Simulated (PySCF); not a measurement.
# Choosing a basis for TDDFT

Compound: C₃H₈SeSi.
InChI=1S/C3H8SeSi/c5-4-3-1-2-3/h3H,1-2H2,5H3

TDDFT with PBE0 (PySCF), vertical singlets, core orbitals frozen in the response, spherical d and f functions. Geometry: PBE0-D3(BJ)/def2-SVP, one conformer, isolated molecule. Relativistic effects, spin–orbit coupling among them, are left out although an element past zinc is present.

```csv
basis,functions,diffuse,S1 (eV),S2 (eV),S3 (eV),S4 (eV),S5 (eV),LUMO (eV),α (au)
6-31G*,108,no,5.08,5.80,6.77,7.04,7.22,0.13,75.6
def2-SVP,132,no,5.20,5.99,6.80,6.83,7.17,0.24,78.5
def2-SVPD,189,yes,4.94,5.58,6.16,6.42,6.52,-0.18,91.7
aug-cc-pVDZ,204,yes,4.91,5.48,5.69,6.05,6.12,-0.29,93.3
def2-TZVP,226,no,5.02,5.74,6.52,6.58,6.75,-0.07,88.2
def2-TZVPD,283,yes,4.93,5.54,5.97,6.27,6.30,-0.25,93.1
```

Problem. How much do these states and the polarisability depend on the basis?

Solution. States are compared by their number. Against the largest diffuse basis here (def2-TZVPD, itself not a converged limit), sets without diffuse functions differ by up to 0.27 eV in S1 and 0.92 eV in S5; the smaller diffuse sets differ by up to 0.02 and 0.21 eV. State by state, the largest deviation of a set without diffuse functions is S1 0.27, S2 0.45, S3 0.82, S4 0.77, S5 0.92 eV. The same number needn't mean the same state in each row. Against def2-TZVPD the polarisability deviates by -19% in 6-31G*, -16% in def2-SVP, -1% in def2-SVPD, 0% in aug-cc-pVDZ, -5% in def2-TZVP.

Without π bonds the low states are Rydberg-like; a valence basis with one diffuse set may place them up to an eV too high.
